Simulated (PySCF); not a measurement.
Coordinates in bohr (charge -1 multiplicity 6):
```
Mn    0.0000    0.0000    0.0012
Cl    0.0000    0.0000    4.3657
Cl    3.7801    0.0000   -2.1806
Cl   -3.7801    0.0000   -2.1806
```

Method: UPBE in PySCF with Mn def2-SVPD, Cl def2-SVPD; no relativity; density-fitted integrals.

This geometry of MnCl₃⁻ is a stationary point at this level.

(1) What is the point group?

(2) Is it a minimum?

(3) List the harmonic modes with their infrared intensities.

(4) Give the atomic charges and bond orders.

Results:

(1) C2v.

(2) Yes: all harmonic wavenumbers are real.

(3) 
```tsv
symmetry	ω (cm⁻¹)	IR (km/mol)	type
b2	83	4.4	bend
a1	83	4.3	bend
b1	100	20.7	bend
a1	267	0.0	stretch
b2	332	114	stretch
a1	333	114	stretch
```

(4) 
```csv
atom,Mulliken,Löwdin,polar tensor,spin (Mulliken),Mayer order to Mn1
Mn1,0.82,0.65,1.26,4.91,–
"Cl2,3,4",-0.61,-0.55,-0.75,0.03,0.71
```

Other isomers or separated fragments may lie lower. With open d or f shells other occupations or spin states may lie lower. The lowest empty level of this anion is unbound, so it and the gap depend on the basis.
